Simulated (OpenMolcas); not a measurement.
In⁻: terms and fine structure

```json
{
  "Program": "OpenMolcas 26.06",
  "Method": "CASSCF",
  "Basis": "ANO-RCC-VQZP [8s7p5d3f2g]",
  "Scalar Hamiltonian": "DKH2, point nucleus",
  "Active space": "4 electrons in 4 orbitals (5s 5p)",
  "State averaging": "2S+1 = 3 even, 3 roots; 2S+1 = 1 even, 6 roots; 2S+1 = 5 odd, 1 root; 2S+1 = 3 odd, 5 roots",
  "Spin-orbit coupling": "state interaction with AMFI integrals over the reference wave functions, term energies averaged over their components"
}
```

Spin-free terms above the lowest, with the occupations of the reference:

```
Configuration  Term  E (cm-1)      Occupations
      5s2 5p2    3P       0.0  5s 1.98 5p 2.02
```

With spin-orbit coupling, above the lowest level:

| Configuration | Term | J | E (cm-1) | g | Term weight % |
| --- | --- | --- | --- | --- | --- |
| 5s2 5p2 | 3P | 0 | 0.0 |  | 99 |
| 5s2 5p2 | 3P | 1 | 554 | 1.501 | 100 |
| 5s2 5p2 | 3P | 2 | 1347 | 1.495 | 99 |

Spin-orbit coupling puts the lowest level 984 cm-1 below the lowest spin-free term.

For 3P the intervals divided by the larger J are 553.7, 396.9 cm-1. Landé's interval rule makes them equal in pure LS coupling; they differ by 33 % of their mean. The multiplet is regular.

Without dynamic correlation excited terms often stand tens of per cent too high (terms of higher spin than the ground term too low), and those without a measured partner can miss by more than the paired ones. No diffuse functions were added, so excited terms of the anion can stand markedly too high. Levels of configurations outside the active space are missing. The first state left out of the spin-orbit step lies near 44000 cm-1 above the lowest spin-free state of the reference (among the parities and spins computed), and the list stops at four fifths of that energy or lower. Levels above the detachment limit are left out.

The term weight is that of the spin-free term in the level, not the purity of its configuration.
